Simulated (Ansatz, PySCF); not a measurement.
System: SiBr₂ (charge 0, triplet). This is an excited triplet: at this geometry the singlet lies 1.89 eV lower at RI-MP2/CBS(def2-TZVPPD,def2-QZVPPD)+[CCSD(T)-MP2]/def2-TZVPPD. 
Geometry from a B3LYP-D3(BJ)/def2-TZVP (Ansatz, a quantum-chemistry and plane-wave program) optimisation:
SMILES: Br[Si]Br
```xyz
3

Si     0.0030    -0.0043     0.9363
Br     1.0631    -1.6126    -0.1980
Br    -1.0643     1.6143    -0.1765
```
Charge 0, spin multiplicity 3.

Total electronic energies in hartree. Correlated levels leave the core frozen unless marked. Open shells are spin-unrestricted. Spin-orbit coupling is left out. Frozen are the shells of the preceding noble gas and the d and f shells that filled before the atom's block. Non-relativistic. Basis-set limits of correlation are two-point, X^-3; Hartree-Fock from the larger set. [CCSD(T)-MP2]/basis is that difference in the basis named.

| level | program | energy (Eh) |
|---|---|---|
| HF/6-31G* | Ansatz | -5433.14158 |
| PBE/def2-TZVPD | Ansatz | -5436.88871 |
| PBE-D4/def2-TZVPD | Ansatz + dftd4 | -5436.89271 |
| BLYP-D4/def2-TZVPD | Ansatz + dftd4 | -5437.86506 |
| BP86-D4/def2-TZVPD | PySCF + dftd4 | -5438.38541 |
| M06-L-D4/def2-TZVPD | PySCF + dftd4 | -5437.60538 |
| BHLYP/def2-TZVPD | Ansatz | [?] |
| B2GP-PLYP-D4/def2-TZVPD | Ansatz + dftd4 | -5436.51254 |
| B2PLYP-D3(BJ)/def2-TZVPD | Ansatz + dftd3 | -5436.84987 |
| B2PLYP/def2-TZVPD | Ansatz | -5436.84554 |
| RPA@PBE/def2-TZVPP | Ansatz | [?] |
| RI-MP2/def2-TZVPP | Ansatz | -5434.18018 |
| RI-MP2/def2-TZVPPD | Ansatz | -5434.18263 |
| CCSD/6-31G | Ansatz | -5433.10550 |
| RI-MP2/CBS(def2-TZVPPD,def2-QZVPPD)+[CCSD(T)-MP2]/def2-TZVPPD | Ansatz | -5434.4161 |

Question: Complete the blanks.

Answer: 
- BHLYP/def2-TZVPD, energy (Eh): -5437.78522
- RPA@PBE/def2-TZVPP, energy (Eh): -5434.42432
